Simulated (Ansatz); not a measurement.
Consider the ligand exchange at the Hf–F bond: `[NH2][Hf]([F])([Cl])[Cl]` + NH₃ → `[NH2][Hf]([NH2])([Cl])[Cl]` + H–F.

Computed with Ansatz on PBE0-D4/def2-TZVP structures; ΔE is electronic, products minus reactants. CCSD(T)/CBS is the MP2 limit (def2-TZVPP, def2-QZVPP) plus CCSD(T) − MP2 in def2-TZVPP, frozen cores. This one scheme is used for every species. DFT in def2-TZVPP. HSE06 is defined as in plane-wave codes. Elements past krypton have def2 core potentials. For Hf outer-core shells are correlated without core-valence functions, which leaves a few kJ/mol of doubt a bond. Each species was taken in one conformer, which may not be the lowest.

```tsv
level	ΔE (kJ/mol)	difference from CCSD(T)/CBS
PBE-D4	114.5	8.9
revPBE-D4	113.9	8.3
r2SCAN-D4	119.3	13.7
HSE06-D4	110.6	5.0
BHLYP-D4	114.2	8.6
HSE06	113.9	8.3
RPA@PBE/def2-TZVPP	107.7	2.1
CCSD/def2-TZVPP	108.4	2.8
MP2/def2-QZVPP	103.1	-2.5
MP2/CBS(def2)	102.0	-3.6
CCSD(T)/CBS	105.6	0
```

Largest T1 diagnostic among the species: 0.014.

From BLYP to BHLYP (50 % exact exchange), in def2-TZVPP and without D4, ΔE moves by −5.7 kJ/mol. At CCSD(T), def2-SVP lies +12.8 kJ/mol from the extrapolated value and def2-TZVPP +1.6 kJ/mol. Leaving LDA and LC-ωPBE aside and taking each functional with its dispersion term where it has one, the values, not all of them listed here, spread over 15.0 kJ/mol, from PBE-QIDH to B97M-V. LDA lies −9.2 kJ/mol from PBE without D4.
